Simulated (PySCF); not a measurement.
An excited-state job on W(NH)2F2, `[NH]=[W](=[NH])([F])[F]`.

Computed with TDDFT B3LYP/def2-SVPD, vertical, gas phase, core orbitals frozen in the response, def2 core potentials past Kr (PySCF 2.14.0, density-fitted response routines). Geometry: PBE0-D3(BJ)/def2-SVP. The input is one job of a driver script: a line of settings, then coordinates in Å.

Input:
```
{"job": {"kind": "uv", "xc": "B3LYP", "basis": "def2-SVPD", "ip": true, "nstates": 10}, "charge": 0, "multiplicity": 1}
W     -0.446757     0.008049    -0.318264
N     -0.453824    -0.012134     1.420216
H     -0.046096    -0.027324     2.349845
N      1.197616     0.001166    -0.879219
H      2.209060    -0.010031    -0.793863
F     -1.218565     1.625740    -0.871388
F     -1.241444    -1.585456    -0.907337
```

Q: Estimate the output.

A: 
```
coarse grid: 34720 points
cycle   1  E = -377.1660152407  dE = -1.227e+01  |g| = 1.211e+00  |ddm| = 7.770e+00
cycle   2  E = -375.5777384607  dE =  1.588e+00  |g| = 3.076e+00  |ddm| = 3.520e+00
cycle   3  E = -377.3494070225  dE = -1.772e+00  |g| = 6.196e-01  |ddm| = 2.927e+00
cycle   4  E = -377.4369417916  dE = -8.753e-02  |g| = 1.865e-01  |ddm| = 7.091e-01
cycle   5  E = -377.4425825536  dE = -5.641e-03  |g| = 8.037e-02  |ddm| = 1.895e-01
cycle   6  E = -377.4439151675  dE = -1.333e-03  |g| = 6.275e-03  |ddm| = 7.408e-02
cycle   7  E = -377.4439231869  dE = -8.019e-06  |g| = 1.654e-03  |ddm| = 7.426e-03
final grid: 71528 points
cycle   8  E = -377.4439152830  dE =  3.510e-06  |g| = 4.426e-03  |ddm| = 6.157e-03
cycle   9  E = -377.4438768354  dE =  3.845e-05  |g| = 1.382e-02  |ddm| = 1.558e-02
cycle  10  E = -377.4439195676  dE = -4.273e-05  |g| = 5.461e-04  |ddm| = 1.189e-02
cycle  11  E = -377.4439196105  dE = -4.288e-08  |g| = 3.363e-04  |ddm| = 7.960e-04
cycle  12  E = -377.4439196363  dE = -2.578e-08  |g| = 1.715e-05  |ddm| = 2.934e-04
cycle  13  E = -377.4439196363  dE = -5.639e-11  |g| = 4.791e-06  |ddm| = 2.423e-05
converged SCF energy = -377.4439196363

Static polarisability (au): isotropic 54.463, principal 45.058 52.979 65.354

Singlet excitations
state   eV       nm        f      main configurations
  1   4.9185    252.1   0.01824   H->L 0.88, H-1->L+1 0.08
  2   5.0674    244.7   0.00213   H-1->L 0.77, H->L+1 0.21
  3   5.2633    235.6   0.00360   H->L+1 0.78, H-1->L 0.22
  4   5.6319    220.1   0.00000   H-2->L 0.97
  5   5.7909    214.1   0.00212   H->L+2 0.66, H-1->L+1 0.33
  6   6.0056    206.4   0.00000   H->L+3 0.89, H-3->L+1 0.09
  7   6.1362    202.1   0.00046   H-3->L 0.73, H-2->L+1 0.14, H-1->L+3 0.12
  8   6.3567    195.0   0.01336   H-1->L+2 0.95
  9   6.4876    191.1   0.07725   H-1->L+1 0.32, H->L+2 0.19, H-2->L+3 0.18
 10   6.5266    190.0   0.01488   H-2->L+1 0.42, H-1->L+3 0.27, H->L+5 0.15

Triplet excitations (Tamm-Dancoff, eV): 4.2316 4.7253 4.9915 5.0002
Vertical ionisation energy (delta-SCF) = 10.4130 eV
Vertical electron affinity (delta-SCF) = -0.1950 eV
```

The SCF starts on a coarse grid where the log names one; the energy can jump when the final grid takes over, and dE then counts from the start density on the new grid. H and L stand for HOMO and LUMO; the number after each pair is its weight.

Q: Which computed singlet has the largest oscillator strength, and what do all of them sum to?

A: State 9 at 6.49 eV (191 nm), f = 0.077; the 10 states sum to 0.132.

Q: Give S1 in cm⁻¹ and kJ/mol.

A: 4.9185 eV × 8065.54 = 39670 cm⁻¹; × 96.485 = 474.6 kJ/mol.

In short: HOMO -8.10 eV, LUMO -1.98 eV; lowest singlet 4.92 eV; lowest triplet 4.23 eV (Tamm–Dancoff); mean polarisability 54.5 au.

Atoms past krypton carry effective core potentials; spin–orbit coupling is left out.

Q: Estimate the wall time. Hardware: one thread of an x86-64 server, shared host.

A: About 92 s.
Labels such as C1 count atoms from 1, the log's own numbers from 0.
